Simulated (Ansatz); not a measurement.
Saddle point of Si$_{2}$H$_{7}$SF, closed shell (Si₂H₅F ([F][SiH2][SiH3]) + H₂S → Si₂H₆S ([SiH3][SiH2][SH]) + HF; bonds formed: Si1–S7, F2–H6; bonds broken: Si1–F2, H6–S7), PBE0-D4/def2-TZVP structure:

```
11
angstrom
Si -0.6614 -0.0071 -0.6588
F -0.1284 -1.7490 -0.0052
H -0.6735 1.2837 -1.4387
H -1.9438 -0.6146 -1.0830
Si -0.2518 0.7684 1.5094
H 0.7892 -1.6945 -0.9425
S 1.1700 -0.7513 -2.0284
H -0.7688 -0.1440 2.5607
H 1.2286 0.8765 1.6653
H -0.8292 2.1274 1.6953
H 2.0690 -0.0955 -1.2742
```

Energies are electronic, without zero-point energy. Barriers and step energies count from the start structure reached by relaxing down the imaginary mode; all methods use the PBE0-D4 structures, on which another method's saddle can fall below an end. Ansatz 0.2.0; basis: def2-TZVPP, with def2-QZVPP for the basis limit; cores frozen in the correlated methods. B3LYP uses VWN-RPA correlation. Extrapolation: Hartree–Fock as exp(−7.88 √X), correlation as X^−2.97.

```
      method  barrier (kcal/mol)  step energy (kcal/mol)
       SPW92               25.14                    6.11
      PBE-D4                   ?                    7.49
     BLYP-D4                   ?                   11.54
   r2SCAN-D4               37.59                   10.75
      B97M-V               42.50                   13.38
     PBE0-D4               37.99                    8.53
    B3LYP-D4               42.40                   12.27
  r2SCAN0-D4                   ?                   10.86
    BHLYP-D4               48.78                   13.96
CAM-B3LYP-D4               44.11                   13.89
     wB97X-V               43.12                   12.40
     wB97M-V               41.68                   12.16
      B2PLYP               44.11                   13.01
    PBE-QIDH               42.03                   10.08
  RPA on PBE               44.73                   13.81
          HF               64.51                   19.14
         MP2               42.74                   10.99
        CCSD               48.68                   13.58
     CCSD(T)               44.97                   12.30
```

Question: Fill in the withheld barriers. (Judge from chemistry; the value comes from the calculation.)

Answer: By the calculation: PBE-D4 32.33; BLYP-D4 38.30; r2SCAN0-D4 41.29 kcal/mol. Each is the energy of the saddle less that of the start structure, by the same method.

For comparison, the barrier by CCSD(T) at an estimated basis limit (MP2 extrapolated from triple and quadruple zeta, plus CCSD(T) − MP2 in triple zeta) is 44.13 kcal/mol.

The T1 diagnostic stays at or below 0.014.

Labels in which every atom is bracketed show which atoms are joined, not bond orders.

For scale, one of the runs: CCSD(T)/def2-TZVPP, 255 basis functions, launched by `ansatz run in.yaml --threads 4 --pin off --events-out ev --progress --plain --max-ram 9574MiB`. The run took 2.2 min on 4 CPU threads of an Arm Neoverse V1 (shared host), with 5.2 GiB of host memory at its peak.
